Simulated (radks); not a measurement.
Values are calculated unless marked as measured or tabulated.
Mean orbital radii <r> (bohr) of the cadmium ion Cd2+, [Kr] 4d10, at several levels of relativity; Dirac values are averaged over j with weights 2j + 1. Spin-unpolarised spherical Kohn-Sham, PBEsol, point nucleus unless stated (finite: rms radius 4.6087 fm), a radial shooting solver on a logarithmic mesh with Libxc functionals. A level marked "c x" has the speed of light scaled by that factor and shares open shells by 2j + 1; other Dirac levels either fill j = l - 1/2 first or share by 2j + 1.

\begin{tabular}{lrrrrr}
shell & non-rel. & scalar-rel. & scalar-rel., finite nucleus & Dirac, 2j+1 shares & change of magnitude, last against first (%) \\ \hline
1s & 0.03172 & 0.03041 & 0.03041 & 0.03041 & -4.13 \\
2s & 0.1374 & 0.1317 & 0.1317 & 0.1313 & -4.43 \\
2p & 0.1173 & 0.1149 & 0.1149 & 0.1147 & -2.21 \\
3s & 0.3715 & 0.3586 & 0.3586 & 0.3583 & -3.54 \\
3p & 0.3630 & 0.3573 & 0.3573 & 0.3570 & -1.66 \\
3d & 0.3347 & 0.3348 & 0.3348 & 0.3349 & +0.05 \\
4s & 0.9102 & 0.8794 & 0.8794 & 0.8795 & -3.37 \\
4p & 0.9736 & 0.9601 & 0.9601 & 0.9599 & -1.41 \\
4d & 1.241 & 1.252 & 1.252 & 1.252 & +0.87 \\
\end{tabular}
